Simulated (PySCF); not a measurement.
1-ethynyl-1-methylcyclopropane (C₆H₈), SMILES C#CC1(C)CC1. Geometry: PBE-D3(BJ)/def2-SVP.

Level of theory: PBE-D3(BJ)/def2-SVP (PySCF).

Harmonic wavenumbers (cm⁻¹): 167, 193, 229, 328, 334, 522, 528, 602, 657, 657, 760, 830, 898, 902, 930, 996, 1019, 1049, 1063, 1136, 1263, 1292, 1346, 1380, 1406, 1420, 1434, 2159, 2972, 3064, 3064, 3066, 3069, 3161, 3171, 3410. Rotational constants (GHz): 5.614, 3.012, 2.359; symmetry number 1.

**Question.** Work out the zero-point energy and the ideal-gas rigid-rotor harmonic-oscillator thermochemistry at 298.15 K and 1 atm.

**Answer.** ZPE = ½ Σ hcν = ½ × 50476 cm⁻¹ = 72.16 kcal/mol. H − E(el) = 76.94 kcal/mol. Entropy in cal/(mol K): translation 39.06, rotation 26.49, vibration 12.81, total 78.36. G − E(el) = 53.57 kcal/mol. Cp = 27.23 cal/(mol K).
